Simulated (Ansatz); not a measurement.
Ga₁₃P₁₃H₃₀⁺, a nanocrystal cut from zinc blende GaP (hydrogen-capped). Charge 1, multiplicity 2. Geometry PBE-D4/def2-SVP, that of the neutral singlet; atoms count from 1.

```xyz
56

Ga    0.8677   -1.1346   -2.6818
Ga   -1.3152    2.2365   -3.2835
Ga   -2.9767   -1.2586   -3.9402
Ga   -1.8379   -2.4085   -0.2308
Ga   -3.9709    0.9864   -0.8778
Ga    2.7160    2.4276   -2.0598
Ga    4.7569   -0.8951   -1.5938
Ga    1.8584   -2.2329    0.8908
Ga    3.6878    1.3498    1.4464
Ga   -0.1584    1.0307    0.3607
Ga   -2.8908   -0.2117    3.0185
Ga    0.7366   -0.0396    4.1192
Ga   -0.9035   -3.5580    3.5348
P    -0.8902   -0.0106   -3.8534
P     2.8750    0.1679   -2.7107
P     0.8415    3.3150   -3.2901
P     0.1760   -1.1451   -0.4010
P    -1.8412    2.0721   -0.9562
P    -3.4318   -1.2071   -1.5509
P    -2.4228   -2.3260    2.0882
P    -4.4295    0.8345    1.4846
P     1.8745    2.2482    0.1717
P     3.8054   -0.8635    0.6450
P     1.0491   -2.1612    3.1416
P     2.7699    1.1762    3.6695
P    -0.8457    0.9676    2.6354
H     1.1115   -2.5803   -3.2595
H    -2.3686    3.0606   -4.1138
H    -2.6469   -2.7476   -4.3498
H    -4.0541   -0.3466   -4.6555
H    -1.6792   -3.8941   -0.7317
H    -5.1090    1.7705   -1.6315
H     3.9770    3.3613   -2.1875
H     4.8347   -2.3966   -2.0766
H     5.9691    0.1217   -1.6176
H     2.1336   -3.7130    0.4253
H     4.9795    2.2495    1.4302
H    -3.4086   -0.1152    4.5020
H     0.3338    0.0623    5.6377
H    -0.6392   -4.9728    2.8853
H    -1.3680   -3.3270    5.0298
H    -0.4477    0.0760   -5.2143
H     3.2557    0.2517   -4.0903
H     1.2488    3.4595   -4.6543
H     0.6841    4.7059   -2.9884
H    -2.0238    3.4058   -0.4649
H    -4.6699   -1.9115   -1.3892
H    -3.6773   -3.0123    2.1900
H    -5.6988    0.1920    1.6388
H    -4.8044    2.1227    1.9849
H     1.6376    3.5794    0.6466
H     4.8011   -1.4623    1.4848
H     2.0906   -2.7381    3.9402
H     3.7904    0.6427    4.5191
H     2.6908    2.4787    4.2591
H    -1.0428    2.3174    3.0746
```

Single mean-field runs in def2-TZVP are fitted with def2-universal-jkfit.

(1) Estimate the Mulliken populations of the heavy atoms from the PBE0/def2-TZVP orbitals of Ansatz.

(2) Where does the spin sit?

(3) And the Mayer bond orders between heavy atoms (over 0.3)?

Answers

(1) 
| atom | charge (e) | spin (α − β) |
| --- | --- | --- |
| Ga1 | 0.27 | 0.00 |
| Ga2 | 0.26 | 0.00 |
| Ga3 | 0.19 | 0.02 |
| Ga4 | 0.27 | 0.02 |
| Ga5 | 0.26 | 0.00 |
| Ga6 | 0.26 | 0.00 |
| Ga7 | 0.19 | 0.02 |
| Ga8 | 0.27 | 0.02 |
| Ga9 | 0.26 | 0.00 |
| Ga10 | 0.31 | 0.00 |
| Ga11 | 0.26 | 0.00 |
| Ga12 | 0.26 | 0.00 |
| Ga13 | 0.18 | 0.02 |
| P14 | -0.33 | 0.12 |
| P15 | -0.33 | 0.12 |
| P16 | -0.24 | 0.02 |
| P17 | -0.36 | 0.10 |
| P18 | -0.33 | 0.01 |
| P19 | -0.34 | 0.10 |
| P20 | -0.35 | 0.03 |
| P21 | -0.24 | 0.01 |
| P22 | -0.33 | 0.01 |
| P23 | -0.34 | 0.10 |
| P24 | -0.35 | 0.03 |
| P25 | -0.24 | 0.01 |
| P26 | -0.33 | 0.00 |
Mulliken values depend strongly on the basis.

(2) Summed by element: Ga 0.09, P 0.68, H 0.23, of 1 unpaired in all. Largest on single atoms: P14 0.12, P15 0.12, P17 0.10.

(3) Ga1–P14 0.72 (2.39 Å); Ga1–P15 0.72 (2.39 Å); Ga1–P17 0.77 (2.38 Å); Ga2–P14 0.82 (2.36 Å); Ga2–P16 0.71 (2.41 Å); Ga2–P18 0.75 (2.39 Å); Ga3–P14 0.64 (2.43 Å); Ga3–P19 0.66 (2.43 Å); Ga4–P17 0.70 (2.38 Å); Ga4–P19 0.70 (2.39 Å); Ga4–P20 0.78 (2.39 Å); Ga5–P18 0.74 (2.39 Å); Ga5–P19 0.82 (2.36 Å); Ga5–P21 0.72 (2.41 Å); Ga6–P15 0.82 (2.36 Å); Ga6–P16 0.71 (2.41 Å); Ga6–P22 0.75 (2.39 Å); Ga7–P15 0.64 (2.43 Å); Ga7–P23 0.66 (2.43 Å); Ga8–P17 0.70 (2.38 Å); Ga8–P23 0.70 (2.39 Å); Ga8–P24 0.78 (2.39 Å); Ga9–P22 0.74 (2.39 Å); Ga9–P23 0.82 (2.36 Å); Ga9–P25 0.72 (2.41 Å); Ga10–P17 0.86 (2.33 Å); Ga10–P18 0.78 (2.38 Å); Ga10–P22 0.78 (2.38 Å); Ga10–P26 0.80 (2.38 Å); Ga11–P20 0.83 (2.36 Å); Ga11–P21 0.70 (2.41 Å); Ga11–P26 0.74 (2.39 Å); Ga12–P24 0.83 (2.36 Å); Ga12–P25 0.70 (2.41 Å); Ga12–P26 0.74 (2.39 Å); Ga13–P20 0.63 (2.43 Å); Ga13–P24 0.63 (2.43 Å).
